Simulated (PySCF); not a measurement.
## [Dy(S2)]+ at several levels of theory

Computed with PySCF 2.14.0 (density fitting, no spin-orbit coupling) at the geometry relaxed with PBE0:

```xyz
3
[Dy(S2)]+ (singlet in the valence; each metal's 4f electrons, 9 of them, lie in its core potential, out of spins and levels)
Dy    0.0000    0.0000   -0.4748
S     1.0766    0.0000    1.6847
S    -1.0766    0.0000    1.6847
```

| level | basis | state | HOMO (eV) | gap (eV) | charge on Dy1 (e) | population of f-type functions on Dy1 (polarisation alone where 4f lies in the core) | dipole about the centre of mass (D) | largest force component (eV/Å) |
| --- | --- | --- | --- | --- | --- | --- | --- | --- |
| PBE0 | Dy lcecp-1-SVP with ECP55, S def2-SVP | singlet | -10.91 | 3.30 | 1.16 | 0.04 | 7.52 | 0.00 |
| M06-L | the same | singlet | -9.99 | 2.57 | 1.29 | 0.03 | 7.79 | 0.38 |
| HF | the same | singlet | -12.89 | 7.43 | 1.39 | 0.04 | 9.67 | 0.55 |
| TPSS | the same | singlet | -10.01 | 1.90 | 1.15 | 0.03 | 7.17 | 0.61 |
| PBE0 | Dy lcecp-1-TZVP with ECP55, S def2-TZVP | singlet | -10.78 | 3.26 | 1.40 | 0.03 | 7.37 | 0.53 |

In the lcecp rows the 4f levels are missing from HOMO and gap, and the state counts the valence alone.

Charges are Mulliken's, which hang on the basis. The relaxation used the grid (50, 194), these runs (75, 302) or, all-electron (x2c bases, spin-free X2C Hamiltonian), (99, 590).

(1) What does BP86 with Dy lcecp-1-SVP with ECP55, S def2-SVP give here?

An lcecp potential fixes the number of 4f electrons, so in runs with it no electron can move into or out of that shell.

Results:

(1) state singlet, HOMO (eV) -10.08, gap (eV) 1.81, charge on Dy1 (e) 1.06, population of f-type functions on Dy1 (polarisation alone where 4f lies in the core) 0.03, dipole about the centre of mass (D) 6.66, largest force component (eV/Å) 0.51. Time: 2.4 s on 2 threads of Arm Neoverse V1, on a shared host, from an already converged density.
